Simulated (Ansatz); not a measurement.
Geometry optimisation, DFT PBEsol, scalar-relativistic, plane waves, PAW (Ansatz).

Input:

```yaml
crystal:
  lattice:
    - [0.0, 5.43, 5.43]
    - [5.43, 0.0, 5.43]
    - [5.43, 5.43, 0.0]
  atoms:
    - { symbol: Si, position: [0.0, 0.0, 0.0] }
    - { symbol: Si, position: [0.125, 0.125, 0.125] }
    - { symbol: Si, position: [0.0, 0.0, 0.5] }
    - { symbol: Si, position: [0.125, 0.125, 0.625] }
    - { symbol: Si, position: [0.0, 0.5, 0.0] }
    - { symbol: Si, position: [0.125, 0.625, 0.125] }
    - { symbol: Si, position: [0.0, 0.5, 0.5] }
    - { symbol: Si, position: [0.125, 0.625, 0.625] }
    - { symbol: Si, position: [0.5, 0.0, 0.0] }
    - { symbol: Si, position: [0.625, 0.125, 0.125] }
    - { symbol: Si, position: [0.5, 0.0, 0.5] }
    - { symbol: Si, position: [0.625, 0.125, 0.625] }
    - { symbol: Si, position: [0.5, 0.5, 0.0] }
    - { symbol: Si, position: [0.625, 0.625, 0.125] }
    - { symbol: Si, position: [0.5, 0.5, 0.5] }
    - { symbol: Si, position: [0.625, 0.625, 0.625] }
    - { symbol: O, position: [0.0590287, 0.8117763, 0.3189094], spin: 1.0 }
magnetization:
  spin_polarized: true
basis:
  ecutwfc: 420.0
kpoints:
  mp_grid: { grid: [2, 2, 2] }
hamiltonian:
  xc: pbesol
  pseudopotentials: { kind: paw, azcp: { folder: soft_1 } }
scf:
  occupations: { method: fermi_dirac, width: 0.05 }
  lower_state_search: "off"
relax:
  f_tol: 0.08
  max_steps: 25
  adjacent_minimum: "off"
```

Command:

```bash
$ ansatz run input.yaml --threads 1 --pin off --max-ram 3072MiB --backend cpu --events-out ev --progress --plain --runs-dir out
```

**Question.** Where does it end, and by what steps?

**Answer.** It converged. The threshold is loose, so the end isn't yet a minimum. Limits of this set-up: coarse k mesh, PAW files made for another functional. After 9 steps the energy has fallen by 2.390 eV; O17 moved furthest, 0.90 Å.

```csv
step,energy less start (eV),largest force component (eV/Å),accepted
0,0.0000,0.247,yes
1,-0.0170,0.321,yes
2,-0.0883,0.803,yes
3,-0.3077,1.063,yes
4,-0.6121,1.050,yes
5,-1.0589,1.363,yes
6,-1.7309,1.276,yes
7,-2.2475,1.024,yes
8,-2.3795,0.145,yes
9,-2.3900,0.058,yes
```

```xyz
17
Lattice="0.0000 5.4300 5.4300 5.4300 0.0000 5.4300 5.4300 5.4300 0.0000" Properties=species:S:1:pos:R:3
Si 0.004 0.026 0.009
Si 1.434 1.079 1.593
Si 2.735 2.393 0.180
Si 3.816 4.197 1.164
Si 2.838 -0.249 2.897
Si 4.090 1.374 4.053
Si 5.152 2.807 2.480
Si 6.483 4.091 3.900
Si 0.081 2.635 2.734
Si 1.346 4.076 4.090
Si 2.613 5.500 2.716
Si 4.090 6.758 4.063
Si 2.714 2.707 5.418
Si 4.144 3.968 6.788
Si 5.408 5.439 5.443
Si 6.705 6.869 6.774
O 6.787 2.682 4.727
```

The run took 3 min on 1 thread of Intel(R) Xeon(R) Platinum 8259CL CPU @ 2.50GHz (Skylake/Cascade Lake), on a shared host, peak memory 0.74 GiB.
